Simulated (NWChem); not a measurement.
System: C$_{4}$H$_{12}$O$_{3}$Si; SMILES O([Si](C)(OC)OC)C

```xyz
20

C     -1.5594     2.1547    -0.3965
O     -0.2949     1.5109    -0.4019
Si     0.0000     0.0000     0.1959
C      0.0000     0.0000     2.0699
O      1.4559    -0.5001    -0.4019
C      2.6457     0.2731    -0.3965
O     -1.1610    -1.0108    -0.4019
C     -1.0863    -2.4278    -0.3965
H     -2.3078     1.5628    -0.9367
H     -1.9200     2.3310     0.6269
H     -1.4495     3.1237    -0.8931
H      0.8167     0.6136     2.4679
H      0.1230    -1.0141     2.4679
H     -0.9397     0.4005     2.4679
H      2.5073     1.2172    -0.9367
H      3.4300    -0.3066    -0.8931
H      2.9787     0.4972     0.6269
H     -0.1995    -2.7800    -0.9367
H     -1.9805    -2.8171    -0.8931
H     -1.0587    -2.8283     0.6269
```
Atoms are numbered in this order, from 1.

Computed with NWChem. Pople sets run with spherical d functions. Coordinates come from a B3LYP/6-31G* (spherical d) optimisation. No frequency run checked for a minimum. Level: M05-2X/6-31G* with SMD (1 M gas to 1 M solution), gas-phase geometry. Reactions with the solvent are ignored.

For solvent diethyl ether:

```yaml
solvation free energy (kcal/mol): -4.4
dipole in solution (D): 1.62
```

What are these values for solvent n-hexane?


| Quantity | Result |
|---|---|
| solvation free energy (kcal/mol) | -2.8 |
| dipole in solution (D) | 1.48 |
